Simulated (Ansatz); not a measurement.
C$_{2}$H$_{10}$ClGeNSi, SMILES `CC[N]([GeH3])[SiH2]Cl`, relaxed with RKS PBE0-D4/def2-TZVP in Ansatz from a GFN2-xTB geometry. The force threshold is 0.005 eV/Å; the program also tests the step.

Total charge 0; spin multiplicity 1.

Start:

```xyz
16

C     1.726    0.587    0.799
C     0.225    0.817    0.911
N    -0.527   -0.029    0.003
Ge   -0.687    0.485   -1.772
Si   -1.009   -1.591    0.513
Cl   -1.816   -2.334   -1.178
H     2.265    1.250    1.472
H     2.049    0.782   -0.224
H     1.967   -0.444    1.047
H    -0.105    0.620    1.935
H     0.005    1.866    0.681
H    -2.124    0.499   -2.176
H     0.124   -0.397   -2.671
H    -0.135    1.882   -1.785
H    -2.046   -1.515    1.543
H     0.087   -2.478    0.905
```

```
         step  energy (eV)  largest force (eV/Å)  largest move (Å)
            1  -80630.8062                 1.067             0.000
            2  -80630.9566                 0.397             0.196
            3  -80630.9720                 0.247             0.045
 4 (rejected)  -80630.9677                 0.405             0.107
            5  -80630.9814                 0.048             0.052
            6  -80630.9815                 0.145             0.087
            7  -80630.9854                 0.044             0.046
            8  -80630.9868                 0.037             0.046
            9  -80630.9879                 0.086             0.097
           10  -80630.9886                 0.071             0.047
           11  -80630.9897                 0.048             0.044
           13  -80630.9928                 0.114             0.029
           15  -80630.9997                 0.137             0.168
           17  -80631.0068                 0.133             0.066
           19  -80631.0249                 0.208             0.194
           21  -80631.0548                 0.162             0.200
           23  -80631.0768                 0.299             0.190
           25  -80631.0993                 0.160             0.155
           27  -80631.1096                 0.035             0.063
           29  -80631.1142                 0.054             0.015
           31  -80631.1151                 0.030             0.040
33 (rejected)  -80631.1153                 0.022             0.010
           35  -80631.1154                 0.003             0.008
```

End:

```xyz
16

C     1.886    0.308    0.407
C     0.484    0.612    0.904
N    -0.581    0.039    0.078
Ge   -0.902    0.852   -1.554
Si   -1.274   -1.449    0.519
Cl   -0.099   -3.099    0.069
H     2.631    0.754    1.072
H     2.050    0.712   -0.595
H     2.059   -0.769    0.366
H     0.370    0.233    1.926
H     0.340    1.697    0.968
H    -2.224    0.291   -2.088
H     0.232    0.586   -2.561
H    -0.987    2.364   -1.276
H    -2.538   -1.634   -0.225
H    -1.447   -1.496    1.990
```

Run time 38 s (3 threads of an AMD EPYC 7R13 on a shared host and a share of an NVIDIA H100 80 GB); peak host memory 0.99 GiB.
